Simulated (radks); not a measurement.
Spherical quantum dot in the effective-mass picture: electrons in a parabolic well V = omega^2 r^2 / 2 with omega = 0.802, with a point charge +1 (a donor) at the centre, all in effective atomic units (hartree* = m*/eps^2 hartree, bohr* = eps/m* bohr), one dielectric constant everywhere. Calculated with a radial shooting solver with Libxc functionals: non-relativistic Kohn-Sham, LDA (Slater exchange, Perdew-Wang correlation), spin-polarised, spherical densities. Levels are named by radial order and angular momentum (1s, 1p, 1d, 2s, ...), and open shells are averaged over m. Results are scaled to m* = 0.389 and eps = 8.3, for which hartree* = 153.7 meV and bohr* = 1.129 nm.

N = 31, configuration 1s2 1p6 1d10 2s2 1f(up 7, down 4). This is the lowest configuration that the search found. Occupied and some empty levels:

level,occupation,eigenvalue (meV),<r> (nm)
1s up,1,1779.1,1.782
1s down,1,1780.2,1.757
1p up,3,1849.8,2.830
1p down,3,1852.7,2.813
2s up,1,1884.5,2.802
2s down,1,1887.2,2.814
1d up,5,1905.4,3.287
1d down,5,1909.0,3.281
1f up,7,1964.9,3.603
1f down,4,1968.7,3.603
2p up,0,1976.0,3.068
2p down,0,1978.2,3.076
1g up,0,2029.5,3.855
1g down,0,2033.3,3.858
2d up,0,2053.8,3.401
2d down,0,2056.1,3.403

Energy (meV): total 36288.8, kinetic 3509.0, external 11272, Hartree 23448, exchange-correlation -1940.1.
